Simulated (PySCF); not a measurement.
C4H2BrCl. Atoms are numbered in the order given.

```xyz
8

C      0.5679    -3.2796     0.0000
C      0.9246    -2.1140     0.0000
C      1.3863    -0.7820     0.0000
C      0.5922     0.3158     0.0000
Cl     1.2584     1.9033     0.0000
Br    -1.2836     0.2204     0.0000
H      0.2400    -4.3027     0.0000
H      2.4690    -0.6071     0.0000
```

Coordinates come from a r2SCAN-D4/def2-SVP optimisation. The structure was generated by enumeration; whether it is a known compound was not checked.

The numbers are results of PySCF with B3LYP/pcSseg-1, not measurements.

GIAO shieldings, no solvent; atoms alike by connectivity are averaged. δ = σ(ref) − σ: ¹³C against TMS (σ = 181.3 ppm); ³⁵Cl against HCl (σ = 933.3 ppm); ¹H against TMS (σ = 31.68 ppm), references at their B3LYP-D3(BJ)/def2-TZVP geometries, non-relativistic (without spin–orbit terms, shifts of atoms bonded to Cl or Br come out too high).

Q: Estimate the chemical shifts. (An estimate is asked for; the answer gives what the named calculation found.)

A: 
```
nucleus  atoms  count  δ (ppm)
-------  -----  -----  -------
¹³C         C4      1    165.4
¹³C         C3      1    124.9
¹³C         C1      1    100.2
¹³C         C2      1     81.8
³⁵Cl       Cl5      1    379.0
¹H          H8      1     6.29
¹H          H7      1     3.99
```
